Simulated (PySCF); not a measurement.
CHI₂, SMILES I[CH]I, multiplicity 2.

Geometry optimised at r2SCAN-D4/def2-SVP. The isomer is the one that the SMILES or the coordinates give; other isomers of the formula were not compared. The def2 effective core potentials stand for the cores of I; spin–orbit coupling is left out.

Calculation: r2SCAN-D4/def2-SVP (PySCF).

Frequencies are harmonic and unscaled.

| mode | ν (cm⁻¹) | IR (km/mol) | moving atoms (share of kinetic energy) |
|---|---|---|---|
| 1 | 130 | 0.3 | I 93 % |
| 2 | 250 | 41.8 | H 67 %, C 31 % |
| 3 | 507 | 1.9 | C 76 %, H 13 %, I 11 % |
| 4 | 697 | 93.5 | C 86 % |
| 5 | 1108 | 90.7 | H 92 %, C 8 % |
| 6 | 3219 | 4.1 | H 92 %, C 8 % |
